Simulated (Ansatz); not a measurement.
Relaxation of AlF$_{2}$H$_{3}$O (7 atoms, charge 0, multiplicity 1), to a largest force component of 0.03 eV/Å in at most 50 steps.

Method: RKS PBE/STO-3G (Ansatz).

```xyz
7
Properties=species:S:1:pos:R:3
Al -1.086 -0.707 -0.317
H 0.276 -1.326 -0.063
F -1.661 -0.418 -1.830
F -2.110 -0.326 0.910
H 1.451 0.180 0.171
O 1.412 1.188 0.083
H 1.719 1.410 1.045
```

Task: Where does it end, and by what steps?

Result: The forces met the threshold. Limits of this set-up: minimal basis. After 17 steps the energy has fallen by 2.270 eV; H7 moved furthest, 1.67 Å. Joined: Al1–O6.

```csv
step,energy less start (eV),largest force component (eV/Å),accepted
0,0.0000,1.173,yes
1,-0.0581,1.827,yes
2,-0.2329,2.202,yes
3,-0.6209,1.674,yes
4,-0.9679,1.710,yes
5,-1.1280,1.242,yes
6,-1.2302,0.612,yes
7,-1.2732,0.512,yes
8,-1.3307,0.544,yes
9,-1.5102,0.702,yes
10,-1.9300,1.228,yes
11,-2.1294,1.078,yes
12,-1.8439,4.558,no
13,-2.2538,0.396,yes
14,-2.2661,0.329,yes
15,-2.2698,0.098,yes
16,-2.2701,0.037,yes
17,-2.2702,0.025,yes
```

```xyz
7
Properties=species:S:1:pos:R:3
Al -0.438 -0.500 -0.368
H 0.058 -1.900 -0.116
F -1.421 -0.070 -1.614
F -0.918 0.386 1.104
H 1.689 0.324 0.330
O 0.899 0.805 -0.125
H 0.132 0.955 0.790
```

Run time: 11 s on 1 thread of AMD EPYC 9R45 96-Core Processor (Zen 5), on a shared host, peak memory 0.13 GiB.
